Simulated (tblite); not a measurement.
HO₂ (SMILES [O]O), doublet, geometry from GFN2-xTB; GFN1-xTB in tblite 0.6.0.

tblite was given this input:
```
$ tblite run mol.xyz --method gfn1 --charge 0 --spin 1 --etemp 2000 --json tblite.json --no-restart

# file mol.xyz
3

O     -0.50300875     0.32094818     0.02100596
O      0.65391542    -0.27519835    -0.02369777
H     -1.20725328    -0.36599861     0.02153448
```

### Question
Write the output that tblite gives for this input, abridged.

### Answer

```
xTB calculator
 | screened Coulomb repulsion
 | Coulomb electrostatics
 |  * isotropic Klopman-Ohno-Mataga-Nishimoto electrostatics
 |  * onsite third-order electrostatics
 | DFT-D3(BJ) dispersion correction

halogen bonding energy    0.0000000000000E+00 Eh
repulsion energy          1.9716075165196E-02 Eh
dispersion energy        -1.9821265991020E-04 Eh
number of electrons       1.3000000000000E+01 e
integral cutoff           1.9731147476801E+01 bohr

------------------------------------------------------------
  cycle        total energy    energy error   density error
------------------------------------------------------------
      1     -9.686388582232  -9.7059064E+00   4.1062596E-01
      2     -9.714368521146  -2.7979939E-02   2.3488384E-01
      3     -9.717948775475  -3.5802543E-03   8.7366261E-02
      4     -9.718950697054  -1.0019216E-03   2.0022520E-02
      5     -9.718986986978  -3.6289924E-05   2.1998266E-03
      6     -9.718988961911  -1.9749324E-06   2.6015955E-05
      7     -9.718988962140  -2.2942004E-10   9.5860491E-06
------------------------------------------------------------

electronic energy        -9.7385068246454E+00 Eh
total energy             -9.7189889621401E+00 Eh

Post processing:
 | Mayer-Wiberg bond orders

[Info] JSON dump of results written to 'tblite.json'
```
